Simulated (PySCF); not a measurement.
Predicted microwave data (PBE0/pcSseg-1 in PySCF (dipole) on a GFN2-xTB geometry, gas phase) for one isomer of C7H9F3:

| Property | Result |
| --- | --- |
| Rotational constants | A = 2676, B = 790.2, C = 698.6 MHz |
| Dipole components | \|μa\| = 1.79 D, \|μb\| = 0.40 D, \|μc\| = 0.80 D |
| Inertial defect | -105.05 u·Å² |
| κ | -0.91 |

Task: Which structure is it? (One computed conformer of each.)
A. `[CH2:1]=[C:2]1[CH2:3][C@@H:4]([F:5])[C@:6]([F:7])([CH2:8][F:9])[CH2:10]1` with C4–C6–C8–F9 -63°, C1–C2–C3–C4 -167°, C2–C3–C4–F5 -153°, C3–C4–C6–F7 -78°, C4–C6–C10–C2 -30°
B. `[F:1][C@H:2]1[CH2:3][CH:4]=[C:5]([CH:6]([F:7])[F:8])[CH2:9][CH2:10]1` with C4–C5–C6–F7 -115°, F1–C2–C3–C4 81°, C2–C3–C4–C5 8°, C4–C5–C9–C10 20°, C5–C9–C10–C2 -50°
C. `C[C@]12C[C@](C(F)(F)F)(C1)C2`

Result: B. It is FC(F)C1=CC[C@H](F)CC1, a near-prolate asymmetric top, point group C1. The candidates at the same level (rigid rotor, commonest isotopes):

| SMILES | A (MHz) | B (MHz) | C (MHz) | μa (D) | μb (D) | μc (D) | Δ (u·Å²) | point group | rotor |
| --- | --- | --- | --- | --- | --- | --- | --- | --- | --- |
| C[C@]12C[C@](C(F)(F)F)(C1)C2 | 2951 | 849.7 | 849.6 | 3.08 | 0.00 | 0.00 | -171.21 | C3v | prolate symmetric top |
| C=C1C[C@@H](F)[C@](F)(CF)C1 | 1744 | 1097 | 899.9 | 0.86 | 1.31 | 0.32 | -188.91 | C1 | asymmetric top |
| FC(F)C1=CC[C@H](F)CC1 | 2676 | 790.2 | 698.6 | 1.79 | 0.40 | 0.80 | -105.05 | C1 | near-prolate asymmetric top |

`C[C@]12C[C@](C(F)(F)F)(C1)C2` has C 22 % too high; `C=C1C[C@@H](F)[C@](F)(CF)C1` has B 39 % too high. No structure here is proved a minimum.
